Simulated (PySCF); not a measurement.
C2H7NSi2, SMILES N[Si@@H]1C=C[SiH2]1.

Coordinates come from a PBE0-D3(BJ)/def2-SVP optimisation. The structure was generated by enumeration; whether it is a known compound was not checked. The values are those of a single conformer.

Level of theory: TDA-B3LYP/def2-SVPD run with PySCF.

Vertical excitations. 

```csv
state,energy (eV),λ (nm),f,main pairs
S1,4.85,256,0.004,HOMO→LUMO 98 %
S2,5.66,219,0.002,"HOMO−2→LUMO 55 %, HOMO→LUMO+1 22 %, HOMO−1→LUMO 16 %"
S3,5.80,214,0.018,"HOMO→LUMO+1 73 %, HOMO−2→LUMO 13 %"
S4,6.04,205,0.026,HOMO→LUMO+2 81 %
S5,6.33,196,0.003,"HOMO−3→LUMO 68 %, HOMO−1→LUMO 13 %"
S6,6.59,188,0.008,"HOMO−3→LUMO 20 %, HOMO−1→LUMO 19 %, HOMO→LUMO+3 18 %, HOMO−1→LUMO+1 16 %"
S7,6.67,186,0.048,"HOMO→LUMO+3 50 %, HOMO→LUMO+4 25 %, HOMO−1→LUMO+1 15 %"
S8,6.72,185,0.024,"HOMO→LUMO+4 46 %, HOMO−1→LUMO+1 19 %, HOMO−2→LUMO+1 12 %, HOMO−1→LUMO+2 11 %"
S9,6.78,183,0.047,HOMO−2→LUMO+1 70 %
S10,6.86,181,0.088,"HOMO−2→LUMO+2 29 %, HOMO−1→LUMO+2 21 %, HOMO→LUMO+4 11 %, HOMO→LUMO+3 9 %"
T1,4.22,293,0,"HOMO−1→LUMO 56 %, HOMO→LUMO 18 %, HOMO−2→LUMO 18 %"
T2,4.61,269,0,HOMO→LUMO 77 %
T3,5.21,238,0,"HOMO−2→LUMO 47 %, HOMO−1→LUMO 16 %, HOMO−3→LUMO 15 %, HOMO→LUMO+1 13 %"
T4,5.32,233,0,HOMO→LUMO+1 74 %
```
Triplets are in the Tamm–Dancoff approximation.
